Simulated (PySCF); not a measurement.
PySCF 2.14 output of an unrestricted r2SCAN calculation on a single atom or ion in aug-cc-pVTZ, with no relativity, point nucleus:

```
SCF conv_tol = 1e-09
number electrons alpha = 7  beta = 5
    J. W. Furness, A. D. Kaplan, J. Ning, J. P. Perdew, and J. Sun.,  J. Phys. Chem. Lett. 11, 8208-8215 (2020)
    J. W. Furness, A. D. Kaplan, J. Ning, J. P. Perdew, and J. Sun.,  J. Phys. Chem. Lett. 11, 9248-9248 (2020)
    J. W. Furness, A. D. Kaplan, J. Ning, J. P. Perdew, and J. Sun.,  J. Phys. Chem. Lett. 11, 8208-8215 (2020)
    J. W. Furness, A. D. Kaplan, J. Ning, J. P. Perdew, and J. Sun.,  J. Phys. Chem. Lett. 11, 9248-9248 (2020)
cycle= 1 E= -199.861893688079  delta_E= -0.00139  |g|= 0.0165  |ddm|= 0.449
cycle= 2 E= -199.861972696213  delta_E= -7.9e-05  |g|= 0.00556  |ddm|= 0.135
cycle= 3 E= -199.861982192584  delta_E= -9.5e-06  |g|= 9.83e-05  |ddm|= 0.0326
cycle= 4 E= -199.861982221725  delta_E= -2.91e-08  |g|= 8.31e-06  |ddm|= 0.0047
cycle= 5 E= -199.861982222276  delta_E= -5.51e-10  |g|= 5.91e-07  |ddm|= 0.000758
converged SCF energy = -199.861982222276  <S^2> = 2.0001097  2S+1 = 3.0000731
```

The run itself started from symmetry-adapted Hartree-Fock orbitals and held the occupation by maximum overlap, on a logarithmic radial grid, so the iterations belong to that start.

Problem. Which element, charge and spin multiplicity is this?

Solution. Mg (magnesium, neutral), multiplicity 3; the state was [Ne] 3s1 4s1, high-spin 3S determinant (an excited configuration).

The outer electron is Rydberg-like, and this basis confines it to a smaller radius and binds it less than a complete one would.
